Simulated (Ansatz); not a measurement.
`C[SiH2]BO[SiH3]` + HCl → `[SiH3]OBCl` + `C[SiH3]`  (cleavage of the B–Si bond)

Isolated molecules relaxed with PBE0-D4/def2-TZVP in Ansatz; ΔE leaves out vibrations. CCSD(T)/CBS adds triple-zeta CCSD(T) − MP2 to the extrapolated MP2 energy (def2 sets, frozen cores). This one scheme is used for every species. Functionals use def2-TZVPP. Each species was taken in one conformer, which may not be the lowest.

```
  level  ΔE (kcal/mol)
ωB97M-V          -32.2
   PBE0          -30.6
```

(1) What does CCSD(T)/CBS give? (An estimate is asked.)

Largest T1 diagnostic among the species: 0.013.

Results:

(1) Computed: -30.9 kcal/mol. The listed levels differ from it by -1.3, 0.3 kcal/mol.

In def2-TZVPP, CCSD(T) changes the Hartree–Fock value by +3.1 kcal/mol (the triples alone add +0.0 kcal/mol) and MP2 by +0.9 kcal/mol. From PBE to PBE0 (25 % exact exchange), in def2-TZVPP and without D4, ΔE moves by −0.8 kcal/mol.
